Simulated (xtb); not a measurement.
CNO, doublet, from a rough starting geometry; xtb 6.7.1 with GFN2-xTB.

Input for xtb:
```
$ xtb mol.xyz --gfn 2 --uhf 1 --opt vtight --json

# file mol.xyz
3

O      1.04021730     0.52356725    -0.01406439
C      0.00729564    -0.02102767    -0.01001076
N     -1.09104429    -0.50968061    -0.01343587
```

Predict the main parts of the log of this xtb run.


```
   ID    Z sym.   atoms
    1    8 O      1
    2    6 C      2
    3    7 N      3

           -------------------------------------------------
          |                Calculation Setup                |
           -------------------------------------------------

           -------------------------------------------------
          |                 G F N 2 - x T B                 |
           -------------------------------------------------

          ...................................................
          :                      SETUP                      :
          :.................................................:
          :  # basis functions                  12          :
          :  # atomic orbitals                  12          :
          :  # shells                            6          :
          :  # electrons                        15          :
          :  max. iterations                   250          :
          :  Hamiltonian                  GFN2-xTB          :
          :  restarted?                      false          :
          :  GBSA solvation                  false          :
          :  PC potential                    false          :
          :  electronic temp.          300.0000000     K    :
          :  accuracy                    1.0000000          :
          :  -> integral cutoff          0.2500000E+02      :
          :  -> integral neglect         0.1000000E-07      :
          :  -> SCF convergence          0.1000000E-05 Eh   :
          :  -> wf. convergence          0.1000000E-03 e    :
          :  Broyden damping             0.4000000          :
          :  net charge                          0          :
          :  unpaired electrons                  1          :
          ...................................................

 iter      E             dE          RMSdq      gap      omega  full diag
   1     -9.1327591 -0.913276E+01  0.792E+00    6.94       0.0  T
   2     -9.1394213 -0.666226E-02  0.455E+00    7.28       1.0  T
   3     -9.1339819  0.543939E-02  0.252E+00    6.86       1.0  T
   4     -9.1427867 -0.880476E-02  0.916E-01    7.02       1.0  T
   5     -9.1431677 -0.381008E-03  0.230E-01    7.05       1.0  T
   6     -9.1431952 -0.274978E-04  0.107E-01    7.06       1.0  T
   7     -9.1431941  0.107021E-05  0.535E-02    7.05       1.1  T
   8     -9.1431957 -0.159592E-05  0.216E-02    7.06       2.7  T
   9     -9.1431962 -0.501219E-06  0.412E-03    7.06      14.0  T
[...]
         :: total energy              -9.024108060412 Eh    ::
 * total energy  :    -9.0241081 Eh     change       -0.1369571E-11 Eh
 * total energy  :    -9.0241924 Eh     change       -0.8429642E-04 Eh
 * total energy  :    -9.0242117 Eh     change       -0.1934568E-04 Eh
 * total energy  :    -9.0242830 Eh     change       -0.7131275E-04 Eh
 * total energy  :    -9.0243006 Eh     change       -0.1756864E-04 Eh
 * total energy  :    -9.0243036 Eh     change       -0.3052313E-05 Eh
 * total energy  :    -9.0243037 Eh     change       -0.1091525E-06 Eh
 * total energy  :    -9.0243038 Eh     change       -0.1510719E-07 Eh
   *** GEOMETRY OPTIMIZATION CONVERGED AFTER 8 ITERATIONS ***
         :: total energy              -9.024303760481 Eh    ::
[...]
         8        1.5003           -0.4885086             -13.2930 (HOMO)
         9                         -0.2259229              -6.1477 (LUMO)
        10                         -0.2259229              -6.1477
        11                          0.2537649               6.9053
        12                          1.1930509              32.4646
      -------------------------------------------------------------
                  HL-Gap            0.2625858 Eh            7.1453 eV
             Fermi-level           -0.4228616 Eh          -11.5066 eV

     #   Z          covCN         q      C6AA      α(0)
     1   8 O        0.856    -0.163    17.477     5.605
     2   6 C        1.766     0.348    23.544     7.845
     3   7 N        0.911    -0.185    25.007     7.233

 Mol. C6AA /au·bohr⁶  :        195.834015
 Mol. C8AA /au·bohr⁸  :       4646.818906
 Mol. α(0) /au        :         20.682767

Wiberg/Mayer (AO) data.
largest (>0.10) Wiberg bond orders for each atom

 ---------------------------------------------------------------------------
     #   Z sym  total        # sym  WBO       # sym  WBO       # sym  WBO
 ---------------------------------------------------------------------------
     1   8 O    2.147 --     2 C    1.921     3 N    0.226
     2   6 C    3.856 --     3 N    1.935     1 O    1.921
     3   7 N    2.161 --     2 C    1.935     1 O    0.226
 ---------------------------------------------------------------------------

Topologies differ in total number of bonds
Writing topology from bond orders to xtbtopo.mol

molecular dipole:
                 x           y           z       tot (Debye)
 q only:        0.055       0.027      -0.000
   full:        0.305       0.148      -0.000       0.862
molecular quadrupole (traceless):
                xx          xy          yy          xz          yz          zz
 q only:       -1.242      -1.022       0.374      -0.001      -0.001       0.869
  q+dip:       -2.059      -1.691       0.621      -0.010      -0.005       1.438
   full:       -3.276      -2.693       0.986      -0.009      -0.005       2.289

optimized geometry written to: xtbopt.xyz

           -------------------------------------------------
          | TOTAL ENERGY               -9.024303760481 Eh   |
          | GRADIENT NORM               0.000013740225 Eh/α |
          | HOMO-LUMO GAP               7.145321997281 eV   |
           -------------------------------------------------
```
